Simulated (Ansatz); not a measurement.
Consider the hydrogenolysis of a B–C bond: `CCB(S)Cl` + H₂ → `SBCl` + `CC`.

Calculated with Ansatz (gas phase, PBE0-D4/def2-TZVP geometries, no zero-point term in ΔE). CBS: MP2 limit from def2 TZ/QZ plus the TZ coupled-cluster correction, frozen cores. This one scheme is used for every species. Functionals use def2-TZVPP. B3LYP here is the variant with VWN-RPA as its local correlation; programs differ in this. Each species was taken in one conformer, which may not be the lowest.

CCSD(T)/CBS gives -17.1 kJ/mol.

Problem. Another level gave -24.5 kJ/mol. Which?
A. HF/def2-TZVPP
B. B3LYP/def2-TZVPP
C. PBE/def2-TZVPP
D. CCSD(T)/def2-TZVPP

Solution. C. PBE -24.5, B3LYP -35.4, CCSD(T)/def2-TZVPP -19.8, HF/def2-TZVPP -47.6 kJ/mol.

Largest T1 diagnostic among the species: 0.013.

At CCSD(T), def2-SVP lies −7.5 kJ/mol from the extrapolated value and def2-TZVPP −2.7 kJ/mol. Leaving LDA and LC-ωPBE aside and taking each functional with its dispersion term where it has one, the values, not all of them listed here, spread over 17.3 kJ/mol, from B2PLYP to revPBE-D4. LDA lies +14.2 kJ/mol from PBE without D4.
